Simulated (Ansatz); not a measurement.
Name a neutral molecule of C, F, Ga, O and H with zero-point energy (PBE0-D4/def2-TZVP) between 251 and 267 kJ/mol and LUMO energy (PBE0/def2-TZVPP) between -0.20 and 0.10 eV (Ansatz, PBE0-D4/def2-TZVP geometry).

`[CH3][Ga-]([CH3])([OH2+])[F]` (259.6 kJ/mol, 0.05 eV). Other molecules can fit too; these were computed, each in one conformer that needn't be the lowest.
